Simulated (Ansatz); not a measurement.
Two isomers of C2H9B2N: A = `BN(C)BC`, B = `BN(B)CC`.

Program: Ansatz. Geometries: PBE0-D4/def2-TZVP. ΔE: electronic, gas phase. CCSD(T)/CBS adds triple-zeta CCSD(T) − MP2 to the extrapolated MP2 energy (def2 sets, frozen cores). DFT in def2-TZVPP. B3LYP here is the variant with VWN-RPA as its local correlation; programs differ in this. Each species was taken in one conformer, which may not be the lowest.

A:

```xyz
14

B     1.435   -0.606   -1.377
N     0.544   -0.077   -0.414
C     0.883    1.158    0.289
B    -0.688   -0.750   -0.127
C    -1.734   -0.255    0.922
H     2.462   -0.030   -1.603
H     1.146   -1.614   -1.945
H     0.923    0.997    1.369
H     1.857    1.516   -0.043
H     0.143    1.938    0.093
H    -0.894   -1.759   -0.738
H    -2.729   -0.220    0.466
H    -1.533    0.710    1.391
H    -1.816   -1.007    1.716
```

B:

```xyz
14

B    -1.768   -0.429   -0.179
N    -0.493    0.091   -0.519
B     0.026   -0.044   -1.831
C     0.314    0.753    0.514
C     1.196   -0.231    1.254
H    -2.176   -0.291    0.939
H    -2.410   -0.989   -1.015
H     1.106    0.413   -2.081
H    -0.624   -0.605   -2.659
H     0.926    1.522    0.037
H    -0.358    1.255    1.213
H     1.881   -0.730    0.565
H     1.789    0.279    2.017
H     0.591   -0.997    1.746
```

Question: Which is lower in electronic energy at CCSD(T)/CBS, and by how much? (Best estimate.)

Answer: The calculation gave: A, by 37.4 kJ/mol.

Question: Give E(B) − E(A) in kJ/mol with B3LYP-D4, B3LYP, PBE0-D4, CCSD/def2-TZVPP, PBE-D4, B2PLYP, r2SCAN-D4. (Best estimate.)

Answer: The calculation gave: B3LYP-D4 38.9, B3LYP 40.0, PBE0-D4 41.3, CCSD/def2-TZVPP 36.2, PBE-D4 42.4, B2PLYP 38.4, r2SCAN-D4 42.8. None reverses the order clearly.

Largest T1 diagnostic: 0.011.

In def2-TZVPP, CCSD(T) changes the Hartree–Fock value by +3.8 kJ/mol (the triples alone add +0.1 kJ/mol) and MP2 by +3.8 kJ/mol.
